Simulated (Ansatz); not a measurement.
Relaxation of CH4BFO (8 atoms, charge 0, multiplicity 1), to a largest force component of 0.02 eV/Å in at most 40 steps.

These are results of Ansatz, RKS PBE0-D4/def2-SVP, not measurements.

```xyz
8
Properties=species:S:1:pos:R:3:forces:R:3
B 0.000 0.000 0.000 1.75 -0.05 0.58
C 0.000 0.000 1.600 -0.44 -0.25 -0.73
H -1.000 -0.309 1.970 0.34 0.20 0.09
H 0.768 -0.711 1.970 -0.17 0.36 0.01
H 0.232 1.020 1.970 0.00 -0.31 -0.01
O 1.221 0.000 -0.705 -0.84 -2.09 0.12
H 1.521 -0.952 -0.860 -0.52 2.07 0.24
F -1.143 0.000 -0.660 -0.13 0.08 -0.29
```

Task: Where does it end, and by what steps?

Result: It converged. The force dipped under the threshold on the way, but the program's further checks kept it going. After 17 steps the energy has fallen by 0.656 eV; O6 moved furthest, 0.71 Å.

| step | energy less start (eV) | largest force component (eV/Å) | accepted |
| --- | --- | --- | --- |
| 0 | 0.0000 | 2.086 | yes |
| 1 | -0.1041 | 1.199 | yes |
| 2 | -0.1416 | 0.406 | yes |
| 3 | -0.1487 | 0.239 | yes |
| 4 | -0.1769 | 0.252 | yes |
| 5 | -0.2047 | 0.802 | yes |
| 6 | -0.2086 | 2.631 | yes |
| 7 | -0.5235 | 0.946 | yes |
| 8 | -0.6193 | 0.533 | yes |
| 9 | -0.6436 | 0.642 | yes |
| 10 | -0.6459 | 0.463 | yes |
| 11 | -0.6503 | 0.183 | yes |
| 12 | -0.6543 | 0.035 | yes |
| 13 | -0.6552 | 0.012 | yes |
| 14 | -0.6533 | 0.203 | no |
| 15 | -0.6554 | 0.084 | yes |
| 16 | -0.6556 | 0.073 | yes |
| 17 | -0.6560 | 0.004 | yes |

```xyz
8
Properties=species:S:1:pos:R:3
B 0.162 -0.119 0.105
C -0.013 0.012 1.652
H -0.934 -0.499 1.976
H 0.838 -0.402 2.209
H -0.135 1.072 1.929
O 1.264 -0.665 -0.451
H 1.221 -0.672 -1.415
F -0.804 0.321 -0.718
```

Time of the run: 50 s on 1 thread of Arm Neoverse V1, on a shared host, peak memory 0.14 GiB.
